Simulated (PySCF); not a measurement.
A mixed set of molecules. The calculation used TDDFT CAM-B3LYP/def2-SVPD, vertical, gas phase, core orbitals frozen in the response, def2 core potentials past Kr (PySCF). Geometries: PBE0-D3(BJ)/def2-SVP; one conformer of each isolated species. Triplets are in the Tamm–Dancoff approximation. Atoms past krypton carry core potentials; spin–orbit coupling is left out.

**Question.** Rank by computed LUMO energy, lowest first.
A. `F[SiH2]/C=C/[SiH3]`
B. `F[Si@H](CCl)O[SiH3]`
C. `CCCCC(=O)C1=CC=CC=C1`
D. `[F][Hg][F]`
E. `CC(C)[SiH]1C[SiH2]C1`
F. `F[P](F)(F)->[Au][Br]`

**Answer.** D (-1.52 eV), F (-0.95 eV), C (-0.59 eV), A (-0.01 eV), B (0.66 eV), E (1.08 eV).

```json
{"SMILES": "[F][Hg][F]", "LUMO (eV)": "-1.52", "α (au)": "28.2", "gap (eV)": "10.39", "HOMO (eV)": "-11.91", "T1 (eV)": "5.48", "S1 mainly": "H-1/H→L (98%)"}
{"SMILES": "F[P](F)(F)->[Au][Br]", "LUMO (eV)": "-0.95", "α (au)": "79.3", "gap (eV)": "8.08", "HOMO (eV)": "-9.04", "T1 (eV)": "4.99", "S1 mainly": "H-1/H→L/L+1 (≥88%)"}
{"SMILES": "CCCCC(=O)c1ccccc1", "LUMO (eV)": "-0.59", "α (au)": "132.7", "gap (eV)": "8.17", "HOMO (eV)": "-8.76", "T1 (eV)": "3.53", "S1 mainly": "H-1→L (88%)"}
{"SMILES": "F[SiH2]/C=C/[SiH3]", "LUMO (eV)": "-0.01", "α (au)": "80.5", "gap (eV)": "9.48", "HOMO (eV)": "-9.49", "T1 (eV)": "4.03", "S1 mainly": "H-1→L (97%)"}
{"SMILES": "F[Si@H](CCl)O[SiH3]", "LUMO (eV)": "0.66", "α (au)": "78.0", "gap (eV)": "10.52", "HOMO (eV)": "-9.86", "T1 (eV)": "6.12", "S1 mainly": "H→L (73%)"}
{"SMILES": "CC(C)[SiH]1C[SiH2]C1", "LUMO (eV)": "1.08", "α (au)": "110.3", "gap (eV)": "9.72", "HOMO (eV)": "-8.64", "T1 (eV)": "–", "S1 mainly": "H→L (86%)"}
```

H and L stand for HOMO and LUMO; a dash means that no computed state gives the value. A slash joins orbitals within 0.01 eV of each other, whose weights are summed (≥ marks a lower bound).

- `[F][Hg][F]`: for S1 the Löwdin share of mercury is 17% in HOMO and 61% in LUMO.
- `F[P](F)(F)->[Au][Br]`: for S1 the Löwdin share of gold is 10% in HOMO and 37% in LUMO.
- `CCCCC(=O)c1ccccc1`: Löwdin shares by element: HOMO carbon 74% or more (atoms not listed hold the other 26%); LUMO carbon 44% or more, oxygen 17% (atoms not listed hold the other 39%).
- `F[SiH2]/C=C/[SiH3]`: Löwdin shares by element: HOMO carbon 65%, silicon 15% (atoms not listed hold the other 20%); LUMO carbon 64%, silicon 18% (atoms not listed hold the other 18%).
- `F[Si@H](CCl)O[SiH3]`: Löwdin shares by element: HOMO chlorine 46%, carbon 20%, silicon 10% or more, oxygen 8% (atoms not listed hold the other 17%); LUMO chlorine 36%, silicon 15% or more, carbon 15%, fluorine 7% (atoms not listed hold the other 27%).
- `CC(C)[SiH]1C[SiH2]C1`: Löwdin shares by element: HOMO carbon 46% or more, silicon 15% or more (atoms not listed hold the other 38%); LUMO silicon 28%, carbon 20% or more (atoms not listed hold the other 52%).
